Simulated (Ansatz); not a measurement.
**Ligand exchange: GeH3(CH3) + BH2I → GeH3I + BH2(CH3)**

Species: GeH3(CH3) (methyl germane), singlet; BH2I `BI`, singlet; GeH3I `[GeH3][I]`, singlet; BH2(CH3), singlet. The partners trade CH3 for I: Ge–CH3 and B–I bonds give way to Ge–I and B–CH3.

Shapes, held fixed at every level: PBE0-D4/def2-TZVP. Programs: Ansatz 0.2.0. The zero-point and thermal change to 298 K, harmonic and unscaled (PBE0-D4/def2-TZVP), is +0.1 kJ/mol.

| level | kind | ΔH(298 K) (kJ/mol) | less CCSD(T)/def2-TZVPP |
| --- | --- | --- | --- |
| HF/def2-SVP | Hartree–Fock | -43.5 | -26.3 |
| HF/def2-TZVPP | Hartree–Fock | -43.0 | -25.8 |
| B3LYP-D4/def2-TZVPP | global hybrid | -31.9 | -14.7 |
| MP2/def2-TZVPP | perturbation theory | -17.9 | -0.7 |
| CCSD(T)/def2-SVP | coupled cluster or CI | -23.7 | -6.5 |
| CCSD/def2-TZVPP | coupled cluster or CI | -21.2 | -4.0 |
| CCSD(T)/def2-TZVPP | coupled cluster or CI | -17.2 | 0.0 |

The highest level, CCSD(T)/def2-TZVPP, gives ΔH(298 K) = -17.2 kJ/mol; the levels span -43.5 to -17.2. The column of differences is taken from that level and isn't an error. No measured value is set beside it here. For atoms past krypton def2 sets carry core potentials with scalar relativity. Relativity is left out for Ge unless named. Correlated rows may include outer-core shells of Ge, I, which these sets cover unevenly.
